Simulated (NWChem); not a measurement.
System: PbO, singlet; SMILES [O]=[Pb]

The following NWChem deck was run.

```
start job
memory heap 200 mb stack 900 mb global 1100 mb
geometry units angstroms noautoz
  Pb     0.000000     0.000000    -0.162655
  O      0.000000     0.000000     1.741014
end
basis spherical
  Pb library def2-svp
  O library def2-svp
end
ecp
  Pb library def2-ecp
end
dft
  xc mn15-l
  iterations 150
  mulliken
end
task dft energy
```

Excerpt of the output:

```
             Northwest Computational Chemistry Package (NWChem) 7.3.0
             --------------------------------------------------------

 ORDER OF PRIMARY AXIS IS BEING SET TO 4
 C4V symmetry detected

                             Geometry "geometry" -> ""
                             -------------------------

 Output coordinates in angstroms (scale by  1.889725989 to convert to a.u.)

  No.       Tag          Charge          X              Y              Z
 ---- ---------------- ---------- -------------- -------------- --------------
    1 Pb                  82.0000     0.00000000     0.00000000    -0.16921502
    2 O                    8.0000     0.00000000     0.00000000     1.73445398

 Effective nuclear repulsion energy (a.u.)     182.3532743055

      Symmetry information
      --------------------

 Group name             C4v
 Group number             18
 Group order               8
 No. of unique centers     2

                                 NWChem DFT Module
                                 -----------------

 Summary of "ao basis" -> "ao basis" (spherical)
 ------------------------------------------------------------------------------
       Tag                 Description            Shells   Functions and Types
 ---------------- ------------------------------  ------  ---------------------
 Pb                         def2-svp                10       26   4s4p2d
 O                          def2-svp                 6       14   3s2p1d

      Symmetry analysis of basis
      --------------------------

        a1         16
        a2          0
        b1          3
        b2          3
        e          18

            General Information
            -------------------
          SCF calculation type: DFT
          Wavefunction type:  closed shell.
          No. of atoms     :     2
          No. of electrons :    30
           Alpha electrons :    15
            Beta electrons :    15
          Charge           :     0
          Spin multiplicity:     1
          Use of symmetry is: on ; symmetry adaption is: on
          Maximum number of iterations: 150
          AO basis - number of functions:    40
                     number of shells:    16
          Convergence on energy requested:  1.00D-06
          Convergence on density requested:  1.00D-05
          Convergence on gradient requested:  5.00D-04

              XC Information
              --------------
                       MN15-L Method XC Functional
                        MN15-L Exchange Functional  1.000
                      MN15-L Correlation Potential  1.000

             Grid Information
             ----------------
          Grid used for XC integration:  medium
          Radial quadrature: Mura-Knowles
          Angular quadrature: Lebedev.
          Tag              B.-S. Rad. Rad. Pts. Rad. Cut. Ang. Pts.
          ---              ---------- --------- --------- ---------
          Pb                  1.80      123           6.0       590
          O                   0.60       49           7.0       434
          Grid pruning is: on
          Number of quadrature shells:   172
          Spatial weights used:  Erf1

      Superposition of Atomic Density Guess
      -------------------------------------

 Sum of atomic energies:        -294.05124714

      Non-variational initial energy
      ------------------------------

 Total energy =    -266.303124
 1-e energy   =    -536.381516
 2-e energy   =     221.154344
 HOMO         =      -0.348401
 LUMO         =      -0.041127

      Symmetry analysis of molecular orbitals - initial
      -------------------------------------------------

 !! scf_movecs_sym_adapt:    6 vectors were symmetry contaminated

  Symmetry fudging

 !! scf_movecs_sym_adapt:    6 vectors were symmetry contaminated

  Numbering of irreducible representations:

     1 a1          2 a2          3 b1          4 b2          5 e

  Orbital symmetries:

     1 a1          2 a1          3 a1          4 e           5 e
     6 a1          7 e           8 e           9 b1         10 b2
    11 a1         12 a1         13 e          14 e          15 a1
    16 e          17 e          18 a1         19 a1         20 e
    21 e          22 a1         23 b1         24 b2         25 e

     ---------------------------------------------
      Total Density - Mulliken Population Analysis
     ---------------------------------------------

    Atom       Charge   Shell Charges
 -----------   ------   -------------------------------------------------------
    1 Pb  22    20.48   2.99 -0.95  1.17  0.75  3.38  2.61  0.36  0.14  9.75  0.29
    2 O    8     9.52   1.99  1.16  0.79  3.26  2.31  0.00

   convergence    iter        energy       DeltaE   RMS-Dens  Diis-err
 ---------------- ----- ----------------- --------- --------- ---------
 d= 0,ls=0.0,diis     1   -267.0575212662 -3.16D+02  1.14D-01  1.83D+00
 d= 0,ls=0.0,diis     2   -261.3876750508  5.67D+00  1.03D-01  1.89D+01
 d= 0,ls=0.0,diis     3   -267.3111091001 -5.92D+00  9.05D-03  1.41D-01
 d= 0,ls=0.0,diis     4   -267.3372782399 -2.62D-02  2.37D-03  9.74D-03
 d= 0,ls=0.0,diis     5   -267.3377130065 -4.35D-04  4.54D-04  4.37D-03
  Resetting Diis
 d= 0,ls=0.0,diis     6   -267.3378792987 -1.66D-04  2.12D-04  3.41D-03
 d= 0,ls=0.0,diis     7   -267.3379982572 -1.19D-04  4.66D-03  2.52D-03
 d= 0,ls=0.0,diis     8   -267.3262285550  1.18D-02  3.89D-03  9.68D-02
 d= 0,ls=0.0,diis     9   -267.3383276855 -1.21D-02  7.66D-05  3.33D-05
 d= 0,ls=0.0,diis    10   -267.3383319387 -4.25D-06  1.87D-05  1.53D-06
 d= 0,ls=0.0,diis    11   -267.3383321301 -1.91D-07  9.26D-07  8.60D-09

         Total DFT energy =     -267.338332130141
      One electron energy =     -537.138690447094
           Coulomb energy =      244.758085226403
    Exchange-Corr. energy =      -23.881776113354
 Nuclear repulsion energy =       48.924049203904

 Numeric. integr. density =       30.000009444064

                  Occupations of the irreducible representations
                  ----------------------------------------------

                     irrep           alpha         beta
                     --------     --------     --------
                     a1                7.0          7.0
                     a2                0.0          0.0
                     b1                1.0          1.0
                     b2                1.0          1.0
                     e                 6.0          6.0

                       DFT Final Molecular Orbital Analysis
                       ------------------------------------

 Vector   13  Occ=2.000000D+00  E=-2.372024D-01  Symmetry=e
              MO Center=  6.2D-16,  5.7D-17,  1.4D+00, r^2= 1.5D+00
   Bfn.  Coefficient  Atom+Function         Bfn.  Coefficient  Atom+Function
  ----- ------------  ---------------      ----- ------------  ---------------
    30      0.462017  2 O  px                33      0.361338  2 O  px
    31      0.286995  2 O  py                34      0.224455  2 O  py
    11      0.211218  1 Pb px                14      0.171826  1 Pb px
    12      0.131204  1 Pb py                15      0.106734  1 Pb py
    20      0.100555  1 Pb d  1               8     -0.078178  1 Pb px

 Vector   14  Occ=2.000000D+00  E=-2.372024D-01  Symmetry=e
              MO Center=  4.4D-15, -7.1D-15,  1.4D+00, r^2= 1.5D+00
   Bfn.  Coefficient  Atom+Function         Bfn.  Coefficient  Atom+Function
  ----- ------------  ---------------      ----- ------------  ---------------
    31      0.462017  2 O  py                34      0.361338  2 O  py
    30     -0.286995  2 O  px                33     -0.224455  2 O  px
    12      0.211218  1 Pb py                15      0.171826  1 Pb py
    11     -0.131204  1 Pb px                14     -0.106734  1 Pb px
    18     -0.100555  1 Pb d -1               9     -0.078178  1 Pb py

 Vector   15  Occ=2.000000D+00  E=-2.312233D-01  Symmetry=a1
              MO Center= -5.2D-15,  8.5D-15,  8.6D-01, r^2= 2.8D+00
   Bfn.  Coefficient  Atom+Function         Bfn.  Coefficient  Atom+Function
  ----- ------------  ---------------      ----- ------------  ---------------
    32      0.515150  2 O  pz                35      0.409077  2 O  pz
    13     -0.352545  1 Pb pz                 4      0.340586  1 Pb s
    19      0.150522  1 Pb d  0              10      0.142299  1 Pb pz
     7      0.138600  1 Pb pz                 1     -0.122603  1 Pb s
    16     -0.111504  1 Pb pz                 3      0.102203  1 Pb s

 Vector   16  Occ=0.000000D+00  E=-9.491549D-02  Symmetry=e
              MO Center= -3.2D-15,  1.9D-15,  3.4D-02, r^2= 3.8D+00
   Bfn.  Coefficient  Atom+Function         Bfn.  Coefficient  Atom+Function
  ----- ------------  ---------------      ----- ------------  ---------------
    14      0.497878  1 Pb px                11      0.413542  1 Pb px
    15     -0.311174  1 Pb py                12     -0.258464  1 Pb py
    30     -0.259599  2 O  px                33     -0.250431  2 O  px
    31      0.162250  2 O  py                34      0.156519  2 O  py
     8     -0.146046  1 Pb px                 5     -0.140853  1 Pb px

 Vector   17  Occ=0.000000D+00  E=-9.491549D-02  Symmetry=e
              MO Center= -3.5D-15, -5.4D-15,  3.4D-02, r^2= 3.8D+00
   Bfn.  Coefficient  Atom+Function         Bfn.  Coefficient  Atom+Function
  ----- ------------  ---------------      ----- ------------  ---------------
    15      0.497878  1 Pb py                12      0.413542  1 Pb py
    14      0.311174  1 Pb px                11      0.258464  1 Pb px
    31     -0.259599  2 O  py                34     -0.250431  2 O  py
    30     -0.162250  2 O  px                33     -0.156519  2 O  px
     9     -0.146046  1 Pb py                 6     -0.140853  1 Pb py

 Vector   18  Occ=0.000000D+00  E= 1.495264D-02  Symmetry=a1
              MO Center=  9.6D-16, -3.6D-16, -1.2D-01, r^2= 5.3D+00
   Bfn.  Coefficient  Atom+Function         Bfn.  Coefficient  Atom+Function
  ----- ------------  ---------------      ----- ------------  ---------------
    16      0.996482  1 Pb pz                29     -0.496696  2 O  s
    32      0.256874  2 O  pz                35      0.256172  2 O  pz
     3      0.253739  1 Pb s                 19      0.221699  1 Pb d  0
     4      0.219892  1 Pb s                 13      0.183433  1 Pb pz
     1     -0.155237  1 Pb s                 28     -0.118340  2 O  s

     ---------------------------------------------
      Total Density - Mulliken Population Analysis
     ---------------------------------------------

    Atom       Charge   Shell Charges
 -----------   ------   -------------------------------------------------------
    1 Pb  22    21.38   3.00 -0.94  1.28  0.61  3.36  2.63  0.88  0.49  9.66  0.40
    2 O    8     8.62   1.99  1.13  0.84  2.61  2.05  0.01

     -------------------------------------------
      Total Density - Lowdin Population Analysis
     -------------------------------------------

    Atom       Charge   Shell Charges
 -----------   ------   -------------------------------------------------------
    1 Pb  22    21.53   1.48  0.47  1.05  0.86  3.09  2.70  1.07  0.65  9.28  0.87
    2 O    8     8.47   1.98  1.02  0.76  2.53  2.17  0.01

     Multipole analysis of the density
     ---------------------------------

     L   x y z        total         alpha         beta         nuclear
     -   - - -        -----         -----         ----         -------
     0   0 0 0     -0.000000    -15.000000    -15.000000     30.000000

     1   1 0 0     -0.000000     -0.000000     -0.000000      0.000000
     1   0 1 0     -0.000000     -0.000000     -0.000000      0.000000
     1   0 0 1     -1.659174    -10.422688    -10.422688     19.186202

     2   2 0 0    -22.766074    -11.383037    -11.383037      0.000000
     2   1 1 0      0.000000      0.000000      0.000000      0.000000
     2   1 0 1     -0.000000     -0.000000     -0.000000      0.000000
     2   0 2 0    -22.766074    -11.383037    -11.383037      0.000000
     2   0 1 1     -0.000000     -0.000000     -0.000000      0.000000
     2   0 0 2    -30.625293    -59.409196    -59.409196     88.193099
```

Level: MN15-L/def2-SVP with def2 effective core potentials on Pb. Low-valent species are run as closed-shell singlets; no triplet was tried in these runs. Coordinates come from a PBE0-D3(BJ)/def2-TZVP optimisation. def2 effective core potentials on Pb; no spin-orbit coupling.
